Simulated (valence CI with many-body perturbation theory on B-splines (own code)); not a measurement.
Results of a calculation; reference values are marked as such.
# Hyperfine factors and g values of Yb⁵⁷⁺

Method: configuration interaction combined with many-body perturbation theory (CI+MBPT): three valence electrons over a frozen Dirac-Fock core [Ne], a basis of 11 s, 11 p, 9 d, 7 f, 5 g, 2 h, 1 i functions for each j, with the one-electron correlation potential Σ1 (screened to all orders), the two-electron term Σ2, the three-electron term Σ3, Breit, model QED; selected single and double excitations, second order for the rest (own B-spline code, finite nucleus).

The last digits are not significant, and no measured levels were compared; by estimate large intervals hold to a few tenths of a per cent, small ones and those within an open d or f shell to about a per cent.

A/g_I is the dipole constant over the nuclear g factor μ/I (μ in nuclear magnetons, uniformly magnetised nucleus), B/Q the quadrupole constant per barn. Both hold the static response of the core; the bare values leave it out. Large factors of s and p1/2 electrons are usually good to 5 to 10 %; those of open d and f shells near neutrality can be off by tens of per cent, and small factors of p3/2, d and f electrons come from cancelling terms and can be off by a factor of two or in sign, in half-filled shells by more. B is blank for J = 1/2, where it vanishes, and for nearly pure S terms. Energies count from the lowest level.

Levels are named by their leading jj configuration (3d3/2^4 stands for four electrons in 3d with j = 3/2), which in mixed levels can hold well under half, so a name can repeat and another be missing. Letters in brackets count levels of one name in rising energy.

```csv
Level,E (eV),g,A/g_I (MHz),A/g_I bare,B/Q (MHz/b),B/Q bare
(3s^2 3p1/2) J=1/2,0.0,0.649,1470000,1440000,,
(3s 3p1/2^2) J=1/2,153.0,2.132,4430000,4340000,,
(3s^2 3p3/2) J=3/2,279.1,1.322,182000,182000,357000,352000
(3s 3p1/2 3p3/2) J=3/2 [a],404.4,1.634,1030000,1020000,289000,285000
(3s 3p1/2 3p3/2) J=5/2,421.2,1.340,1280000,1250000,279000,276000
(3s 3p1/2 3p3/2) J=3/2 [b],441.3,0.964,107000,109000,188000,186000
(3s 3p1/2 3p3/2) J=1/2,450.6,1.252,-1600000,-1560000,,
(3s^2 3d3/2) J=3/2,496.5,0.828,46300,49700,76800,78000
(3s^2 3d5/2) J=5/2,552.0,1.200,71400,73300,64500,66600
(3p1/2^2 3p3/2) J=3/2,592.2,1.123,88900,92100,253000,251000
(3s 3p1/2 3d3/2) J=3/2 [a],605.6,0.662,-233000,-225000,127000,126000
(3s 3p1/2 3d3/2) J=5/2,617.5,1.025,1220000,1200000,21800,24000
(3s 3p1/2 3d3/2) J=1/2,642.0,0.392,-1810000,-1770000,,
(3s 3p1/2 3d3/2) J=3/2 [b],647.4,1.290,1100000,1080000,59600,59400
(3s 3p1/2 3d5/2) J=5/2 [a],681.2,1.350,425000,421000,68000,69900
(3s 3p1/2 3d5/2) J=7/2,693.8,1.240,871000,856000,13600,16500
(3s 3p3/2^2) J=5/2,695.5,1.424,1040000,1020000,92600,91300
(3s 3p1/2 3d5/2) J=5/2 [b],703.7,1.038,12100,15600,82400,83600
(3s 3p1/2 3d5/2) J=3/2,708.5,1.110,-962000,-937000,34800,36200
(3s 3p3/2^2) J=1/2,729.9,1.913,4510000,4420000,,
(3s 3p3/2^2) J=3/2,736.3,1.193,-678000,-658000,-62500,-61700
(3p1/2^2 3d3/2) J=3/2,789.9,0.773,100000,100000,59100,61000
(3p1/2 3p3/2^2) J=5/2,865.2,1.167,566000,558000,37400,37100
(3p1/2^2 3d5/2) J=5/2,866.5,1.192,32800,37500,52200,54500
(3p1/2 3p3/2^2) J=3/2,869.5,1.413,-14600,-6630,19900,19600
(3p1/2 3p3/2^2) J=1/2,884.9,0.709,1710000,1680000,,
(3s 3p3/2 3d3/2) J=3/2 [a],897.3,1.295,536000,530000,-5180,-6630
(3s 3p3/2 3d3/2) J=1/2 [a],898.9,2.190,1830000,1800000,,
(3s 3p3/2 3d3/2) J=5/2 [a],900.4,1.230,496000,491000,134000,131000
(3s 3p3/2 3d3/2) J=7/2,903.5,1.239,741000,730000,363000,360000
(3s 3p3/2 3d3/2) J=3/2 [b],928.8,0.983,168000,168000,-190000,-187000
(3s 3p3/2 3d5/2) J=9/2,941.6,1.322,582000,574000,437000,434000
(3s 3p3/2 3d3/2) J=5/2 [b],942.0,0.958,-160000,-153000,228000,227000
(3s 3p3/2 3d3/2) J=1/2 [b],946.7,0.608,808000,793000,,
(3s 3p3/2 3d5/2) J=5/2 [a],963.1,1.337,877000,862000,-191000,-188000
(3s 3p3/2 3d5/2) J=7/2 [a],971.8,1.230,341000,337000,257000,256000
(3s 3p3/2 3d5/2) J=3/2 [a],974.4,1.153,-365000,-352000,-190000,-188000
(3s 3p3/2 3d5/2) J=7/2 [b],989.3,1.197,-1500,2940,219000,219000
(3s 3p3/2 3d5/2) J=1/2,998.5,0.705,-1290000,-1260000,,
(3s 3p3/2 3d5/2) J=3/2 [b],1008.2,1.301,1050000,1030000,111000,111000
```

(1) Take the isotope of mass number 171, with I = 1/2, μ = 0.4923 μN. What is the hyperfine structure of (3s 3p1/2 3p3/2) J=3/2 [a]?

Answers

(1) From the table A = 1020000 MHz. Shifts from the centre of gravity in MHz: F = 1: -1280000, F = 2: 765000.
